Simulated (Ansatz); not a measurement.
Coupled-cluster run, C4H10BCl (`CCB(Cl)CC`).

```yaml
crystal:
  periodic: [false, false, false]
  atoms:
    - {symbol: C, position_ang: [0.319151, -2.522810, -0.810215]}
    - {symbol: C, position_ang: [0.795680, -1.180397, -0.276116]}
    - {symbol: B, position_ang: [-0.261237, -0.072753, 0.038219]}
    - {symbol: Cl, position_ang: [-1.953194, -0.535812, 0.263120]}
    - {symbol: C, position_ang: [0.138267, 1.433328, 0.158430]}
    - {symbol: C, position_ang: [-0.800636, 2.389691, 0.878254]}
    - {symbol: H, position_ang: [-0.183885, -2.408752, -1.773377]}
    - {symbol: H, position_ang: [-0.395364, -2.988803, -0.129266]}
    - {symbol: H, position_ang: [1.151300, -3.216348, -0.950588]}
    - {symbol: H, position_ang: [1.563696, -0.746942, -0.929568]}
    - {symbol: H, position_ang: [1.323203, -1.326112, 0.681446]}
    - {symbol: H, position_ang: [1.151861, 1.487865, 0.575942]}
    - {symbol: H, position_ang: [0.271681, 1.758106, -0.887199]}
    - {symbol: H, position_ang: [-1.792813, 2.387737, 0.423365]}
    - {symbol: H, position_ang: [-0.927792, 2.105065, 1.925425]}
    - {symbol: H, position_ang: [-0.422718, 3.414335, 0.856428]}
basis:
  gaussian: {orbitals: def2-SVP}
correlation: {method: ccsd_t}
```

```sh
$ ansatz run in.yaml --threads 4 --pin off --events-out ev --progress --plain --max-ram 11315MiB
```

Log, shortened:

```
Functional definition: HF
1407 factors; integrals over basis functions are off by at most 1.5e-3 eV
mean field evaluation 1: about -17446.1482 eV, gradient 3.4e1 eV
mean field evaluation 2: about -17446.2767 eV, gradient 3.4e1 eV
mean field evaluation 4: about -17449.6847 eV, gradient 3.4e0 eV
mean field evaluation 8: about -17449.7280 eV, gradient 1.4e-1 eV
mean field -17449.72808597 eV, -641.2656793087 hartree, gradient 9.2e-7 eV, S^2 0.000000; 0 other end points of the search recorded, 0 dependent functions left out
10 core orbitals not correlated: weight in the atoms' cores, before any rotation towards them, 1.000 or more for the frozen orbitals, at most 0.000 for the correlated occupied ones
reference -17449.72808597 eV, -641.2656793087 hartree; 18, 18 occupied and 110, 110 virtual orbitals, 1407 factors
second order -21.59712435 eV of doubles, -0.00000000 eV of singles
cycle   1  -23.04880185 eV  change    -1.5e0 eV  update   9.3e-2
cycle   2  -23.60443802 eV  change   -5.6e-1 eV  update   2.7e-2
cycle   3  -23.69042500 eV  change   -8.6e-2 eV  update   1.1e-2
cycle   4  -23.69000079 eV  change    4.2e-4 eV  update   3.2e-3
cycle   5  -23.68971882 eV  change    2.8e-4 eV  update   1.2e-3
cycle   6  -23.68946450 eV  change    2.5e-4 eV  update   3.9e-4
cycle   7  -23.68938593 eV  change    7.9e-5 eV  update   1.2e-4
cycle   8  -23.68938336 eV  change    2.6e-6 eV  update   3.6e-5
perturbative correction -0.67849686 eV, -0.0249342996 hartree
Total energy: -17474.09596618 eV, -642.1611823894 hartree
```

Hardware: 4 threads of an Arm Neoverse V2 on a shared host. Wall time 21 s, peak host memory 1.1 GiB.

The correlation energy is -24.368 eV, 2.8 % of it from (T); the T1 diagnostic reads 0.0093.
